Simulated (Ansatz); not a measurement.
`F[CH2][GeH2][Cl]` → `[CH2]F`• + `[Cl][GeH2]`•  (homolysis of the C–Ge bond)

Gas-phase electronic energies from Ansatz, PBE0-D4/def2-TZVP geometries. CCSD(T)/CBS adds triple-zeta CCSD(T) − MP2 to the extrapolated MP2 energy (def2 sets, frozen cores). This one scheme is used for every species. Functionals use def2-TZVPP. No spin–orbit coupling; open shells (•) take unrestricted orbitals. For Ge outer-core shells are correlated without core-valence functions, which leaves a few kJ/mol of doubt a bond. Scalar relativity is left out up to krypton. Each species was taken in one conformer, which may not be the lowest.

`F[CH2][GeH2][Cl]`:

Z-matrix (Å, degrees):
```
C
Ge 1 1.969
F 1 1.380 2 110.6
H 1 1.095 2 109.9 3 120.0
H 1 1.093 2 110.0 3 -120.3
Cl 2 2.155 1 107.8 3 72.2
H 2 1.536 1 110.4 3 -171.2
H 2 1.532 1 111.7 3 -45.4
```

`[CH2]F`•:

Cartesian coordinates in Å:
```
C 0.136 -0.029 0.046
F -1.080 -0.461 0.370
H 0.398 0.943 0.444
H 0.547 -0.453 -0.860
```

`[Cl][GeH2]`•:

```xyz
4

Cl    0.037    1.695   -0.804
Ge   -0.119   -0.387   -0.267
H     1.277   -0.825    0.232
H    -1.194   -0.483    0.840
```

| level | ΔE (kcal/mol) |
| --- | --- |
| PBE-D4 | 72.9 |
| ωB97M-V | 75.8 |
| MP2/CBS(def2) | 81.8 |
| CCSD/CBS(def2) | 77.0 |

Q: What does CCSD(T)/CBS give? (An estimate is asked.)

A: The calculation gave: +78.8 kcal/mol. The listed levels differ from it by -5.9, -3.0, 3.0, -1.8 kcal/mol.

Largest T1 diagnostic among the species: 0.015.

In def2-TZVPP, CCSD(T) changes the Hartree–Fock value by +25.1 kcal/mol (the triples alone add +1.8 kcal/mol) and MP2 by +28.1 kcal/mol; breaking electron pairs costs correlation energy, which Hartree–Fock lacks. The D4 term adds +2.6 kcal/mol with B3LYP and +1.4 kcal/mol with PBE0; it sums over pairs of atoms, weighted by their polarisabilities, and B3LYP, whose exchange is more repulsive, gets the larger term.

B3LYP here is the variant with VWN-RPA as its local correlation; programs differ in this.
